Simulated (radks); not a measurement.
Question: The mean radii <r> (bohr) of the occupied orbitals of an atom or ion are listed with their occupations. Calculated with a radial shooting solver on a logarithmic mesh with Libxc functionals: Dirac Kohn-Sham, PBE, spin-unpolarised, spherical densities, finite nucleus; Fermi nuclear charge, rms radius of each element as measured or else 0.836 A^(1/3) + 0.57 fm.

orbital  occ.      <r>
1s1/2       2  0.04408
2s1/2       2   0.1957
2p1/2       2   0.1685
2p3/2       4   0.1723
3s1/2       2   0.5738
3p1/2       2   0.5822
3p3/2       4   0.5927
3d3/2       4   0.6262
3d5/2       6   0.6305
4s1/2       2    1.697
4p1/2       2    1.979
5d3/2       1    8.519

Name the element and its charge. Open shells, if any, fill j = l - 1/2 first.

Answer: Z = 34, selenium, charge +1: Se+ in [Ar] 3d10 4s2 4p2 5d1. The 1s radius gives Z: for a bare nucleus <r> = (2 gamma + 1)/(2Z) with gamma = sqrt(1 - (Z/c)^2), 0.0432 bohr for Z = 34, and screening makes it slightly larger (0.04408 here). The occupations add up to 33, and the charge is Z minus that.
